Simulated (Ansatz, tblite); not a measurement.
Removing and adding an electron: InH2(SMe) (CH5InS). Charge 0, multiplicity 1. Geometry: B3LYP-D4/def2-TZVP. Ansatz, gas phase; energy differences of separate SCF runs; the oxidised species was run as a doublet alone; the reduced species was run as a doublet alone.

```xyz
8

In   -0.3275   -0.2150   -1.8366
H    -1.6783   -1.0785   -1.2050
H     0.1443    0.0746   -3.4610
S     1.0919    0.7286   -0.1507
C     0.3043    0.1970    1.4212
H    -0.6585   -0.2804    1.2521
H     0.1597    1.0751    2.0477
H     0.9641   -0.5014    1.9324
```

In the def2 sets In takes a core potential; there is no spin–orbit coupling. The xTB rows come from tblite.

```
               level  −HOMO (eV)  vertical IE (eV)  −LUMO (eV)  vertical EA (eV)  HOMO–LUMO gap (eV)  IE − EA (eV)                       remarks
            GFN1-xTB       10.16             13.62        4.97                 –                5.19             –                             –
            GFN2-xTB       10.14             13.37        7.16              4.38                2.98          8.99                             –
    PBE-D4/def2-TZVP        5.71              8.82        2.27                 –                3.44             –                             –
   PBE-D4/def2-TZVPD        5.74                 –        2.31              0.21                3.43             –  HOMO above zero (-1 doublet)
 r2SCAN-D4/def2-TZVP        5.92              8.80        2.01                 –                3.91             –                             –
r2SCAN-D4/def2-TZVPD        5.94                 –        2.04              0.25                3.90             –  HOMO above zero (-1 doublet)
   PBE0-D4/def2-TZVP        6.80              8.81        1.59                 –                5.22             –                             –
  PBE0-D4/def2-TZVPD        6.83                 –        1.62              0.21                5.21             –  HOMO above zero (-1 doublet)
```

   A HOMO above zero means that the electron is unbound at that level or that self-interaction error raises the level; the energy of removing that electron tells which. Raw xTB energy differences between charge states are shifted by several eV; the methods need an empirical correction for them.
